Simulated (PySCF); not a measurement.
Numbering as in the mapped SMILES `[NH2:1][Si@@H:2]1[CH2:3][O:4][CH2:5][SiH2:6][NH:7]1`; H(Xn) means a hydrogen on atom n. Ha(C3), Ha(C5), Ha(Si6) are cis to N1 on the ring; Hb(C3), Hb(C5), Hb(Si6) are trans to N1 on the ring.

Method: GFN2-xTB structure, NMR shieldings at PBE0/pcSseg-1/GIAO, in PySCF (averaged over atoms made equivalent by symmetry, fast rotation or ring inversion, no solvent model, relativity neglected, one conformer).

δ = σ(ref) − σ, references computed at the same level: ¹³C (186.93 ppm), ¹H (31.72 ppm), ²⁹Si (349.16 ppm) against TMS; ¹⁵N (267.73 ppm) against NH3; H2O for ¹⁷O (336.08 ppm).

```
  atoms  nucleus  count  Hirshfeld charge  δ (ppm)
Ha(Si6)       ¹H      1             -0.09     4.78
     C3      ¹³C      1             -0.09     66.4
    Si2     ²⁹Si      1              0.41        ?
     O4      ¹⁷O      1             -0.15    -13.0
     C5      ¹³C      1             -0.09        ?
 H(Si2)       ¹H      1             -0.10     5.53
    Si6     ²⁹Si      1              0.37        ?
 Ha(C5)       ¹H      1              0.03     3.53
 Hb(C5)       ¹H      1              0.04     3.92
  H(N7)       ¹H      1              0.12    -0.34
 Hb(C3)       ¹H      1              0.04     3.87
Hb(Si6)       ¹H      1             -0.09        ?
     N7      ¹⁵N      1             -0.34        ?
     N1      ¹⁵N      1             -0.32     23.0
 Ha(C3)       ¹H      1              0.03     3.27
  H(N1)       ¹H      2              0.11     0.23
```

Q: Complete the table.

A: 
- C5: 63.3 ppm, sp3 CH2 bonded to O and Si; deshielded by the electronegative neighbour
- Hb(Si6): 5.14 ppm, hydrogen on a silicon bonded to C, N, in a 6-membered ring
- N7: 14.8 ppm, nitrogen bonded to 2 Si, H, in a 6-membered ring
- Si2: -34.2 ppm, silicon bonded to C, 2 N, H, in a 6-membered ring
- Si6: -43.9 ppm, silicon bonded to C, N, 2 H, in a 6-membered ring

OH and NH positions are those of a molecule without intermolecular hydrogen bonds; in solution they move with solvent, concentration and temperature, and exchange usually removes their couplings. Shifts are as computed. Against solution values, carbons near 30 ppm lie about +3 ppm off and those near 130 ppm about +5 ppm. Of 1211 compounds with measured shifts, 218 miss one by over three times the rms of a fit or turn the order of signals round; such compounds aren't used in these exercises. Experimental scales use liquid or dissolved standards, which lie at an offset from isolated NH3 (liquid NH3: subtract about 20 ppm) and H2O (liquid H2O: subtract about 36 ppm).
